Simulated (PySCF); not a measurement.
# Copper: a sound run and one with changed settings

Sound run: Cu(2+) [Ar] 3d9, Cu(3+) [Ar] 3d8. Calculation: PySCF 2.14, in cc-pVDZ-PP with ECP10MDF; scalar relativity through the core potential. In the sound run the correlated levels freeze 3s2 3p6 outside the core potential. The sound run starts from symmetry-adapted Hartree-Fock orbitals and uses a fine grid where one is needed.

Changed run: initial guess minao, at most 50 SCF cycles.

```csv
species,method,sound run (hartree),changed run (hartree),converged
Cu(2+),UHF,-195.29094,-195.29094,yes
Cu(2+),M06-2X,-196.31356,-196.31356,yes
Cu(2+),BP86,-196.32560,-196.32723,yes
Cu(2+),MP2,-195.56846,-195.56846,yes
Cu(3+),UHF,-194.03931,-194.03931,yes
Cu(3+),M06-2X,-194.94368,-194.94368,yes
Cu(3+),BP86,-194.96502,-194.96502,yes
Cu(3+),MP2,-194.23246,-194.23246,yes
```

Ionisation energy of Cu(2+):

```json
{"method": "UHF", "sound run (eV)": "34.059", "changed run (eV)": "34.059"}
{"method": "M06-2X", "sound run (eV)": "37.276", "changed run (eV)": "37.276"}
{"method": "BP86", "sound run (eV)": "37.023", "changed run (eV)": "37.068"}
{"method": "MP2", "sound run (eV)": "36.354", "changed run (eV)": "36.354"}
{"method": "SCS-MP2", "sound run (eV)": "36.138", "changed run (eV)": "36.138"}
```

Where the changed run lies lower, it found another determinant of the same configuration, with other orbitals of the open shell filled.

For comparison, NIST gives 36.841 ± 0.012 eV between the lowest levels.
